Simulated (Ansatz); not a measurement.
Calculated with Ansatz (gas phase, PBE0-D4/def2-TZVP geometries, no zero-point term in ΔE). CCSD(T)/CBS is the MP2 limit (def2-TZVPP, def2-QZVPP) plus CCSD(T) − MP2 in def2-TZVPP, frozen cores. This one scheme is used for every species, atoms too. No spin–orbit coupling; open shells (•) take unrestricted orbitals. Spin–orbit coupling would lower the free atoms: a little for B, C, Si. One conformer a species, not always the lowest.

Reaction (atomization): `NB([SiH3])C[SiH3]` → B• + C• + 10 H• + N• + 2 Si•

`NB([SiH3])C[SiH3]`:

```xyz
15

N     1.134   -0.933   -1.269
B     0.699   -0.217   -0.155
Si    1.439    1.648    0.134
C    -0.364   -0.841    0.816
Si   -2.104   -0.407    0.256
H     1.786   -0.569   -1.943
H     0.818   -1.867   -1.484
H     2.222    1.718    1.403
H     2.348    2.071   -0.974
H     0.357    2.669    0.241
H    -0.261   -0.468    1.840
H    -0.307   -1.936    0.851
H    -2.271    1.065    0.126
H    -3.116   -0.908    1.226
H    -2.382   -1.026   -1.069
```

```tsv
species	MP2/CBS(def2) energy (Eh)
`NB([SiH3])C[SiH3]`	-701.66715
B•	-24.58226
C•	-37.76950
H•	-0.50000
N•	-54.51424
Si•	-288.92319
```

Question: Work out ΔE.

Answer: ΔE = 10 × (-0.50000) + 2 × (-288.92319) + (-24.58226) + (-37.76950) + (-54.51424) − (-701.66715) = 1.95477 Eh = +53.19 eV. CCSD(T)/CBS gives +53.11 eV.

Largest T1 diagnostic among the species: 0.014.

In def2-TZVPP, CCSD(T) changes the Hartree–Fock value by +11.71 eV (the triples alone add +0.56 eV) and MP2 by +11.79 eV; breaking electron pairs costs correlation energy, which Hartree–Fock lacks. From PBE to PBE0 (25 % exact exchange), in def2-TZVPP and without D4, ΔE moves by −0.35 eV: exact exchange takes away binding that semilocal exchange gives to molecules.

For atomizations the MP2-based limit and the directly extrapolated one differ by several kJ/mol either way, and by 10 to 25 for some Ge, Se and Sn compounds, so smaller differences from it don't rank the levels.
